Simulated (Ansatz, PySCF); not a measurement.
Ga(F)(Br)(Me) (CH3BrFGa), SMILES [F][Ga]([Br])[CH3]. Atoms are numbered in the order given.

```xyz
7

Ga     0.1878     0.3493    -0.6841
F      1.8846     0.0872    -1.0687
Br    -0.4246    -0.5814     1.3245
C     -0.9559     1.3441    -1.9182
H     -1.9784     1.4203    -1.5254
H     -0.9667     0.8271    -2.8897
H     -0.5349     2.3505    -2.0626
```
Charge 0, spin multiplicity 1.

Geometry: B3LYP-D3(BJ)/def2-SVP.

Two levels are set side by side: PBE-D3(BJ)/def2-SVP (Ansatz, a first-principles code) and B3LYP-D3(BJ)/def2-SVP (Ansatz). Each level has its own optimised geometry; the coordinates shown are those of the second. Frequencies come from the Hessian of PySCF at each geometry. Differences are taken from unrounded values.

```json
[
 {"quantity": "mean bond length (Å)", "B3LYP-D3(BJ)": "1.552", "PBE-D3(BJ)": "1.558", "PBE-D3(BJ) minus B3LYP-D3(BJ)": "0.006"},
 {"quantity": "bond Ga1–F2 (Å)", "B3LYP-D3(BJ)": "1.759", "PBE-D3(BJ)": "1.771", "PBE-D3(BJ) minus B3LYP-D3(BJ)": "0.012"},
 {"quantity": "bond Ga1–Br3 (Å)", "B3LYP-D3(BJ)": "2.297", "PBE-D3(BJ)": "2.299", "PBE-D3(BJ) minus B3LYP-D3(BJ)": "0.002"},
 {"quantity": "bond Ga1–C4 (Å)", "B3LYP-D3(BJ)": "1.955", "PBE-D3(BJ)": "1.955", "PBE-D3(BJ) minus B3LYP-D3(BJ)": "0.001"},
 {"quantity": "bond C4–H5 (Å)", "B3LYP-D3(BJ)": "1.098", "PBE-D3(BJ)": "1.105", "PBE-D3(BJ) minus B3LYP-D3(BJ)": "0.007"},
 {"quantity": "bond C4–H6 (Å)", "B3LYP-D3(BJ)": "1.101", "PBE-D3(BJ)": "1.108", "PBE-D3(BJ) minus B3LYP-D3(BJ)": "0.007"},
 {"quantity": "bond C4–H7 (Å)", "B3LYP-D3(BJ)": "1.100", "PBE-D3(BJ)": "1.108", "PBE-D3(BJ) minus B3LYP-D3(BJ)": "0.007"},
 {"quantity": "highest harmonic wavenumber (cm⁻¹)", "B3LYP-D3(BJ)": "3168", "PBE-D3(BJ)": "3121", "PBE-D3(BJ) minus B3LYP-D3(BJ)": "-47"},
 {"quantity": "mean harmonic wavenumber (cm⁻¹)", "B3LYP-D3(BJ)": "1131", "PBE-D3(BJ)": "1104", "PBE-D3(BJ) minus B3LYP-D3(BJ)": "-27"},
 {"quantity": "zero-point energy (kcal/mol)", "B3LYP-D3(BJ)": "24.25", "PBE-D3(BJ)": "23.66", "PBE-D3(BJ) minus B3LYP-D3(BJ)": "-0.59"}
]
```

GGA bonds tend to be longer and softer than those of functionals with exact exchange. Differences between two approximate levels are no errors against the true value.
